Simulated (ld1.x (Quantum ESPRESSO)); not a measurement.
## Reading a pseudo-wave (Lu)

Columns: radius, all-electron u(r) and pseudo u(r) of the 4f shell (level -16.62 eV) of lutetium in the configuration [Xe] 4f14 5d1 6s1 6p0; LDA (PZ), scalar-relativistic, RRKJ scheme, ld1.x (Quantum ESPRESSO) 7.5.

| r (bohr) | all-electron | pseudo |
| --- | --- | --- |
| 0.155 | 0.3635 | 0.1257 |
| 0.310 | 1.0037 | 0.9060 |
| 0.465 | 1.1917 | 1.3077 |
| 0.620 | 1.1041 | 1.1113 |
| 0.775 | 0.9386 | 0.9386 |
| 0.930 | 0.7726 | 0.7726 |
| 1.085 | 0.6289 | 0.6289 |
| 1.240 | 0.5106 | 0.5106 |
| 1.395 | 0.4153 | 0.4153 |
| 1.550 | 0.3389 | 0.3389 |
| 1.705 | 0.2778 | 0.2778 |
| 1.860 | 0.2286 | 0.2286 |
| 2.015 | 0.1889 | 0.1889 |
| 2.170 | 0.1567 | 0.1567 |
| 2.325 | 0.1305 | 0.1305 |
| 2.480 | 0.1090 | 0.1090 |
| 2.635 | 0.0913 | 0.0913 |
| 2.790 | 0.0767 | 0.0767 |
| 2.945 | 0.0645 | 0.0645 |
| 3.100 | 0.0544 | 0.0544 |
| 3.255 | 0.0460 | 0.0460 |
| 3.410 | 0.0389 | 0.0389 |
| 3.565 | 0.0329 | 0.0329 |
| 3.720 | 0.0279 | 0.0279 |
| 3.875 | 0.0237 | 0.0237 |
| 4.030 | 0.0201 | 0.0201 |

Question: How many radial nodes do the two functions have?

Answer: The all-electron 4f function has n − l − 1 = 0; the pseudo-wave has 0.

Question: At about which radius was the pseudo-wave matched?

Answer: 0.70 bohr, where the columns begin to agree (steps of 0.15 bohr).

Question: Is the pseudo-wave norm-conserving?

Answer: Yes: the RRKJ scheme keeps the norm inside the radius equal to the all-electron one, which fixes the energy derivative of the logarithmic derivative at the level.
